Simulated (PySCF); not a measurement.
Isomers of [C6H11O2S]-.

All values: PBE0/pcSseg-1 (PySCF) at GFN2-xTB geometries, gas phase, one conformer each.

Task: Rank by the highest IAO charge on any atom, highest value first.
A. `[CH3:1][CH:2]([CH3:3])[O:4][CH2:5][CH2:6][C:7](=[O:8])[S-:9]` (charge -1) with C1–C2–O4–C5 108°, C2–O4–C5–C6 -73°, O4–C5–C6–C7 82°, C5–C6–C7–O8 -125°
B. `[CH3:1][CH2:2][O:3][C:4]([CH3:5])([CH3:6])[C:7](=[O:8])[S-:9]` (charge -1) with C1–C2–O3–C4 -112°, C2–O3–C4–C5 66°, O3–C4–C7–O8 -5°
C. `[CH3:1][O:2][CH2:3][CH2:4][C@@H:5]([S-:6])[C:7]([CH3:8])=[O:9]` (charge -1) with C1–O2–C3–C4 70°, O2–C3–C4–C5 180°, C3–C4–C5–S6 59°, C4–C5–C7–C8 160°
D. `[CH3:1][S:2](=[O:3])(=[O:4])[CH-:5][CH:6]1[CH2:7][CH2:8][CH2:9]1` (charge -1) with C1–S2–C5–C6 63°, S2–C5–C6–C7 -89°, C5–C6–C7–C8 -132°, C6–C7–C8–C9 12°, C7–C8–C9–C6 -12°, C5–C6–C9–C8 136°
E. `[CH3:1][CH2:2][C:3]([S-:4])([CH2:5][CH3:6])[C:7](=[O:8])[OH:9]` (charge -1) with C1–C2–C3–S4 -69°, C2–C3–C5–C6 58°, C2–C3–C7–O8 -152°, C3–C7–O9–H 167°
F. `[CH3:1][O:2][CH2:3][C@:4]([CH3:5])([O-:6])[C:7]([CH3:8])=[S:9]` (charge -1) with C1–O2–C3–C4 67°, O2–C3–C4–C5 53°, C3–C4–C7–C8 -72°

Result: D (+1.958 e), E (+0.487 e), C (+0.352 e), F (+0.255 e), A (+0.204 e), B (+0.186 e).

Task: Rank by the highest Hirshfeld charge on any atom, lowest value first.
A. `[CH3:1][O:2][CH2:3][CH2:4][C@@H:5]([S-:6])[C:7]([CH3:8])=[O:9]` (charge -1) with C1–O2–C3–C4 70°, O2–C3–C4–C5 180°, C3–C4–C5–S6 59°, C4–C5–C7–C8 160°
B. `[CH3:1][CH2:2][C:3]([S-:4])([CH2:5][CH3:6])[C:7](=[O:8])[OH:9]` (charge -1) with C1–C2–C3–S4 -69°, C2–C3–C5–C6 58°, C2–C3–C7–O8 -152°, C3–C7–O9–H 167°
C. `[CH3:1][S:2](=[O:3])(=[O:4])[CH-:5][CH:6]1[CH2:7][CH2:8][CH2:9]1` (charge -1) with C1–S2–C5–C6 63°, S2–C5–C6–C7 -89°, C5–C6–C7–C8 -132°, C6–C7–C8–C9 12°, C7–C8–C9–C6 -12°, C5–C6–C9–C8 136°
D. `[CH3:1][O:2][CH2:3][C@:4]([CH3:5])([O-:6])[C:7]([CH3:8])=[S:9]` (charge -1) with C1–O2–C3–C4 67°, O2–C3–C4–C5 53°, C3–C4–C7–C8 -72°
E. `[CH3:1][CH:2]([CH3:3])[O:4][CH2:5][CH2:6][C:7](=[O:8])[S-:9]` (charge -1) with C1–C2–O4–C5 108°, C2–O4–C5–C6 -73°, O4–C5–C6–C7 82°, C5–C6–C7–O8 -125°

Result: D (+0.040 e), E (+0.070 e), A (+0.107 e), B (+0.156 e), C (+0.428 e).

Task: Rank by the lowest Hirshfeld charge on any atom, lowest value first.
A. `[CH3:1][CH2:2][C:3]([S-:4])([CH2:5][CH3:6])[C:7](=[O:8])[OH:9]` (charge -1) with C1–C2–C3–S4 -69°, C2–C3–C5–C6 58°, C2–C3–C7–O8 -152°, C3–C7–O9–H 167°
B. `[CH3:1][O:2][CH2:3][C@:4]([CH3:5])([O-:6])[C:7]([CH3:8])=[S:9]` (charge -1) with C1–O2–C3–C4 67°, O2–C3–C4–C5 53°, C3–C4–C7–C8 -72°
C. `[CH3:1][CH:2]([CH3:3])[O:4][CH2:5][CH2:6][C:7](=[O:8])[S-:9]` (charge -1) with C1–C2–O4–C5 108°, C2–O4–C5–C6 -73°, O4–C5–C6–C7 82°, C5–C6–C7–O8 -125°
D. `[CH3:1][S:2](=[O:3])(=[O:4])[CH-:5][CH:6]1[CH2:7][CH2:8][CH2:9]1` (charge -1) with C1–S2–C5–C6 63°, S2–C5–C6–C7 -89°, C5–C6–C7–C8 -132°, C6–C7–C8–C9 12°, C7–C8–C9–C6 -12°, C5–C6–C9–C8 136°

Result: C (-0.481 e), A (-0.467 e), B (-0.441 e), D (-0.418 e).

All values together:

| SMILES | HOMO (eV) | LUMO (eV) | lowest IAO charge (e) | highest IAO charge (e) | lowest Hirshfeld charge (e) | highest Hirshfeld charge (e) |
| --- | --- | --- | --- | --- | --- | --- |
| CCOC(C)(C)C(=O)[S-] | -0.80 | 4.74 | -0.554 (S) | +0.186 (C) | -0.465 (S) | +0.072 (C) |
| CC(C)OCCC(=O)[S-] | -0.85 | 4.67 | -0.559 (S) | +0.204 (C) | -0.481 (S) | +0.070 (C) |
| COCC[C@@H]([S-])C(C)=O | -0.63 | 4.90 | -0.588 (S) | +0.352 (C) | -0.446 (S) | +0.107 (C) |
| CS(=O)(=O)[CH-]C1CCC1 | -0.65 | 4.70 | -0.970 (O) | +1.958 (S) | -0.418 (O) | +0.428 (S) |
| CCC([S-])(CC)C(=O)O | -0.51 | 4.93 | -0.597 (S) | +0.487 (C) | -0.467 (S) | +0.156 (C) |
| COC[C@](C)([O-])C(C)=S | -0.44 | 2.59 | -0.767 (O) | +0.255 (C) | -0.441 (O) | +0.040 (C) |

Conformers: `[CH3:1][CH2:2][O:3][C:4]([CH3:5])([CH3:6])[C:7](=[O:8])[S-:9]` (charge -1) with C1–C2–O3–C4 -112°, C2–O3–C4–C5 66°, O3–C4–C7–O8 -5°; `[CH3:1][CH:2]([CH3:3])[O:4][CH2:5][CH2:6][C:7](=[O:8])[S-:9]` (charge -1) with C1–C2–O4–C5 108°, C2–O4–C5–C6 -73°, O4–C5–C6–C7 82°, C5–C6–C7–O8 -125°; `[CH3:1][O:2][CH2:3][CH2:4][C@@H:5]([S-:6])[C:7]([CH3:8])=[O:9]` (charge -1) with C1–O2–C3–C4 70°, O2–C3–C4–C5 180°, C3–C4–C5–S6 59°, C4–C5–C7–C8 160°; `[CH3:1][S:2](=[O:3])(=[O:4])[CH-:5][CH:6]1[CH2:7][CH2:8][CH2:9]1` (charge -1) with C1–S2–C5–C6 63°, S2–C5–C6–C7 -89°, C5–C6–C7–C8 -132°, C6–C7–C8–C9 12°, C7–C8–C9–C6 -12°, C5–C6–C9–C8 136°; `[CH3:1][CH2:2][C:3]([S-:4])([CH2:5][CH3:6])[C:7](=[O:8])[OH:9]` (charge -1) with C1–C2–C3–S4 -69°, C2–C3–C5–C6 58°, C2–C3–C7–O8 -152°, C3–C7–O9–H 167°; `[CH3:1][O:2][CH2:3][C@:4]([CH3:5])([O-:6])[C:7]([CH3:8])=[S:9]` (charge -1) with C1–O2–C3–C4 67°, O2–C3–C4–C5 53°, C3–C4–C7–C8 -72°.
